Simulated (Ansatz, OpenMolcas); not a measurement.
AlGeNH4O (SMILES [NH2][GeH]1[O][AlH]1): the vertical ionisation energy from total energies

The species is AlGeNH4O (8 atoms), meant as a singlet with charge 0. SMILES: `[NH2][GeH]1[O][AlH]1`. Geometry: relaxed at PBE0-D4/def2-TZVP. This is one conformer, not always the lowest.

Both states at this one shape; open shells run unrestricted unless said. 1 Eh = 27.2114 eV.

| level | program | singlet AlGeNH4O (Eh) | doublet AlGeNH4O+ (Eh) | HOMO of the first (eV) |
| --- | --- | --- | --- | --- |
| revPBE/6-31G* (spherical functions) | Ansatz | -2451.274650 | -2450.982678 | -5.02 |
| M06-2X/6-31G* (spherical functions) | OpenMolcas | -2451.446882 | -2451.143305 | -7.18 |
| PBE0/6-31G* (spherical functions) | Ansatz | -2451.007393 | -2450.707022 | -6.17 |
| B3LYP/6-31G* (Cartesian functions) | Ansatz | -2451.603430 | -2451.302712 | -5.97 |

Problem. Work out the vertical ionisation energy at each level.

Solution. 
1. revPBE/6-31G* (spherical functions): -2450.982678 − (-2451.274650) = 0.291972 Eh = 7.94 eV; −ε(HOMO) = 5.02 eV.
2. M06-2X/6-31G* (spherical functions): -2451.143305 − (-2451.446882) = 0.303577 Eh = 8.26 eV; −ε(HOMO) = 7.18 eV.
3. PBE0/6-31G* (spherical functions): -2450.707022 − (-2451.007393) = 0.300371 Eh = 8.17 eV; −ε(HOMO) = 6.17 eV.
4. B3LYP/6-31G* (Cartesian functions): -2451.302712 − (-2451.603430) = 0.300718 Eh = 8.18 eV; −ε(HOMO) = 5.97 eV.

No measured value is set beside it here; the levels span 7.94 to 8.26 eV. In semi-local functionals −ε(HOMO) lies far under the ionisation energy, a result of self-interaction. All-electron rows are non-relativistic unless named.
